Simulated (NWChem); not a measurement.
Molecule: C7H7, doublet; SMILES [CH]1C2C=CC1C=C2

```xyz
14

C     -1.3462     0.0738     0.0000
C     -0.3130    -0.0100     1.1267
C      0.5379     1.2027     0.6705
C      0.5379     1.2027    -0.6705
C     -0.3130    -0.0100    -1.1267
C      0.4116    -1.2923    -0.6684
C      0.4116    -1.2923     0.6684
H     -2.1458     0.8156     0.0000
H     -0.6595     0.0109     2.1611
H      1.0431     1.8930     1.3380
H      1.0431     1.8930    -1.3380
H     -0.6595     0.0109    -2.1611
H      0.8671    -2.0122    -1.3391
H      0.8671    -2.0122     1.3391
```
Atoms are numbered in this order, from 1.

Level: B3LYP/6-31G* (spherical d), spin-unrestricted (NWChem), optimised geometry, unscaled harmonic frequencies. In the optimisation the excess spin sits in a' (Cs, its own frame).

```
frequency (cm⁻¹)  IR intensity (km/mol)
----------------  ---------------------
406                                 6.9
434                                12.6
442                                 0.0
533                                 0.9
676                                25.5
710                                 0.6
744                                29.5
785                                 7.4
827                                 8.4
832                                21.0
877                                15.0
882                                 0.1
908                                 0.3
919                                 0.0
930                                 1.9
933                                 2.4
962                                 0.3
986                                 0.0
1083                                0.0
1138                                0.0
1188                                0.1
1230                                0.7
1236                                0.3
1277                                0.0
1277                                3.6
1299                                1.1
1348                               16.0
1616                                3.3
1659                                1.1
3138                                1.0
3139                               55.5
3157                               46.2
3213                                6.7
3222                                8.5
3238                               20.7
3247                               14.2
```

```yaml
zero_point_energy: 72.2 kcal/mol
thermal correction to the enthalpy at 298.15 K (with zero-point energy): 75.9 kcal/mol
heat capacity Cv: 21.2 cal/(mol K)
"entropy at 298.15 K and 1 atm (symmetry number 1, electronic part: spin degeneracy alone)": 73.0 cal/(mol K)
dipole_moment: 0.75 D
```

Rigid rotor and harmonic oscillator.
